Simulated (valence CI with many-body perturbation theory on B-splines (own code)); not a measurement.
E1 transitions of Pd⁴⁰⁺

Level of theory: relativistic CI+MBPT: four valence electrons over a frozen Dirac-Fock core [He], a basis of 11 s, 11 p, 10 d, 8 f, 5 g, 2 h functions for each j, with the one-electron correlation potential Σ1, the two-electron term Σ2, the three-electron term Σ3, Breit, model QED; selected CI, second order for the rest, scaled by the run's own slope (own B-spline code, finite nucleus).

No measured spectrum was set against this ion. As an estimate, large intervals hold to a few tenths of a per cent, small ones and those within an open d or f shell to about a per cent. Among the levels kept, up to 940 cm⁻¹ of a level comes from second order outside the variational space, and about a tenth of that is noise between levels of different J, which matters for small intervals.

Lines 101 to 150 of 554 in falling wavelength, among levels below 4303.0 eV, chosen from the strongest by gf and those to the six lowest levels. Wavelengths and rates use the calculated energies. Electric multipoles are in the length gauge, E1 and E2 with the static RPA response of the core. Weak lines are less certain than strong ones. Lines between different terms over intervals too small for the method are left out, as are lines whose strength nearly cancels. The highest levels of a list are the least certain.

Levels are named by their leading jj configuration (3d3/2^4 stands for four electrons in 3d with j = 3/2), which in mixed levels can hold well under half, so a name can repeat and another be missing. Letters in brackets count levels of one name in rising energy.

```csv
λ vac (Å),Upper,Lower,A (s⁻¹),S (a.u.)
124.7,(2s 2p1/2 2p3/2 3p3/2) J=3 [a],(2s 2p1/2 2p3/2 3s) J=2 [a],2.58e+10,1.73e-01
124.4,(2s 2p1/2 2p3/2 3d3/2) J=1 [a],(2s 2p1/2 2p3/2 3p1/2) J=1 [a],1.55e+10,4.40e-02
123.6,(2s 2p3/2^2 3p3/2) J=3 [a],(2s 2p3/2^2 3s) J=3,9.53e+09,6.21e-02
123.3,(2s 2p3/2^2 3d3/2) J=4,(2s 2p3/2^2 3p1/2) J=3,1.40e+10,1.17e-01
123.2,(2s 2p3/2^2 3p3/2) J=4,(2s 2p3/2^2 3s) J=3,2.03e+10,1.68e-01
122.6,(2s 2p1/2 2p3/2 3p3/2) J=4,(2s 2p1/2^2 3d5/2) J=3,1.10e+10,9.04e-02
122.5,(2s^2 2p1/2 3p3/2) J=1,(2s^2 2p1/2 3s) J=0,1.60e+10,4.37e-02
122.1,(2s 2p1/2^2 3p3/2) J=2,(2s 2p1/2^2 3s) J=1,3.34e+10,1.50e-01
121.8,(2p1/2 2p3/2^2 3p3/2) J=1 [b],(2p1/2 2p3/2^2 3s) J=2 [b],1.30e+10,3.48e-02
121.5,(2s 2p1/2 2p3/2 3d3/2) J=2 [c],(2s 2p1/2 2p3/2 3p1/2) J=1 [b],1.09e+10,4.82e-02
121.0,(2s 2p1/2 2p3/2 3p3/2) J=2 [d],(2s 2p1/2 2p3/2 3s) J=1 [c],1.62e+10,7.11e-02
120.1,(2s^2 2p3/2 3d3/2) J=1,(2s^2 2p3/2 3p1/2) J=1,1.52e+10,3.91e-02
120.0,(2s 2p1/2 2p3/2 3p3/2) J=2 [d],(2s 2p1/2 2p3/2 3s) J=2 [c],8.15e+09,3.48e-02
119.9,(2s 2p3/2^2 3p3/2) J=2 [c],(2s 2p3/2^2 3s) J=1 [b],1.46e+10,6.21e-02
119.7,(2s^2 2p1/2 3p3/2) J=2,(2s^2 2p1/2 3s) J=1,3.16e+10,1.34e-01
118.2,(2s 2p3/2^2 3p3/2) J=2 [a],(2s 2p3/2^2 3s) J=2 [a],2.09e+10,8.54e-02
115.9,(2p1/2^2 2p3/2 3p3/2) J=2,(2p1/2^2 2p3/2 3s) J=2,1.75e+10,6.70e-02
115.6,(2s 2p1/2 2p3/2 3p3/2) J=1 [c],(2s 2p1/2 2p3/2 3s) J=1 [b],1.37e+10,3.14e-02
114.7,(2s 2p1/2 2p3/2 3p3/2) J=2 [d],(2s 2p1/2 2p3/2 3s) J=1 [b],1.01e+10,3.76e-02
114.4,(2s 2p1/2 2p3/2 3p3/2) J=3 [b],(2s 2p1/2 2p3/2 3s) J=3,9.29e+09,4.81e-02
114.4,(2s^2 2p3/2 3p3/2) J=2,(2s^2 2p3/2 3s) J=1,9.05e+09,3.35e-02
112.4,(2s^2 2p3/2 3p3/2) J=2,(2s^2 2p3/2 3s) J=2,1.35e+10,4.73e-02
110.9,(2p1/2 2p3/2^2 3p3/2) J=2 [b],(2p1/2 2p3/2^2 3s) J=2 [b],3.35e+10,1.13e-01
110.0,(2s 2p1/2 2p3/2 3p1/2) J=3,(2s^2 2p3/2 3p1/2) J=2,6.83e+09,3.15e-02
109.5,(2s 2p1/2 2p3/2 3p3/2) J=1 [d],(2s 2p1/2 2p3/2 3s) J=1 [b],1.80e+10,3.49e-02
109.5,(2s 2p1/2 2p3/2 3p3/2) J=2 [a],(2s 2p1/2 2p3/2 3s) J=2 [a],1.54e+10,4.97e-02
108.8,(2p1/2^2 2p3/2 3p3/2) J=0,(2p1/2^2 2p3/2 3s) J=1,5.69e+10,3.62e-02
104.6,(2p1/2 2p3/2^2 3p1/2) J=3,(2s 2p3/2^2 3p1/2) J=2 [b],1.44e+10,5.71e-02
100.5,(2s 2p1/2 2p3/2 3s) J=3,(2s^2 2p3/2 3s) J=2,8.01e+09,2.81e-02
97.96,(2s 2p3/2^2 3p3/2) J=1 [c],(2s 2p3/2^2 3s) J=1 [b],2.36e+10,3.29e-02
93.69,(2s 2p1/2^2 2p3/2) J=2,(2s^2 2p1/2 2p3/2) J=2,2.74e+09,5.56e-03
93.20,(2p1/2 2p3/2^2 3s) J=3,(2s 2p3/2^2 3s) J=2 [b],1.39e+10,3.88e-02
86.45,(2s 2p1/2 2p3/2^2) J=3,(2s^2 2p3/2^2) J=2,6.27e+09,1.40e-02
84.96,(2s 2p1/2^2 2p3/2) J=2,(2s^2 2p1/2 2p3/2) J=1,5.24e+09,7.94e-03
71.87,(2p1/2 2p3/2^2 3p3/2) J=3 [a],(2s 2p3/2^2 3p3/2) J=4,1.71e+10,2.20e-02
71.79,(2p1/2 2p3/2^2 3d5/2) J=4,(2s 2p3/2^2 3d5/2) J=5,1.63e+10,2.68e-02
69.31,(2p1/2 2p3/2^2 3p1/2) J=3,(2s 2p3/2^2 3p1/2) J=3,2.15e+10,2.47e-02
67.66,(2p1/2^2 2p3/2 3d5/2) J=3,(2s 2p1/2 2p3/2 3d5/2) J=4 [b],1.81e+10,1.94e-02
67.40,(2s 2p1/2 2p3/2^2) J=1 [a],(2s^2 2p3/2^2) J=2,4.28e+09,1.94e-03
67.23,(2s 2p1/2^2 2p3/2) J=1,(2s^2 2p1/2 2p3/2) J=2,1.30e+10,5.84e-03
66.19,(2p1/2 2p3/2^2 3s) J=2 [b],(2s 2p3/2^2 3s) J=2 [a],3.10e+10,2.22e-02
66.15,(2p1/2^2 2p3/2 3s) J=1,(2s 2p1/2 2p3/2 3s) J=2 [b],5.10e+10,2.19e-02
65.35,(2p1/2^2 2p3/2 3d3/2) J=3,(2s 2p1/2 2p3/2 3d3/2) J=4,3.15e+10,3.03e-02
65.24,(2p1/2^2 2p3/2 3p3/2) J=2,(2s 2p1/2 2p3/2 3p3/2) J=3 [b],2.93e+10,2.00e-02
65.12,(2p1/2^2 2p3/2 3p3/2) J=3,(2s 2p1/2 2p3/2 3p3/2) J=4,3.50e+10,3.34e-02
65.03,(2p1/2 2p3/2^2 3p3/2) J=4,(2s 2p3/2^2 3p3/2) J=4,2.16e+10,2.64e-02
64.84,(2p1/2^2 2p3/2 3d5/2) J=4,(2s 2p1/2 2p3/2 3d5/2) J=5,3.65e+10,4.42e-02
64.59,(2p1/2^2 2p3/2 3p1/2) J=2,(2s 2p1/2 2p3/2 3p1/2) J=3,3.51e+10,2.33e-02
63.95,(2s 2p1/2 2p3/2^2) J=2 [b],(2s^2 2p3/2^2) J=2,7.74e+09,4.99e-03
61.52,(2p1/2 2p3/2^3) J=2,(2s 2p3/2^3) J=2,3.56e+10,2.05e-02
```
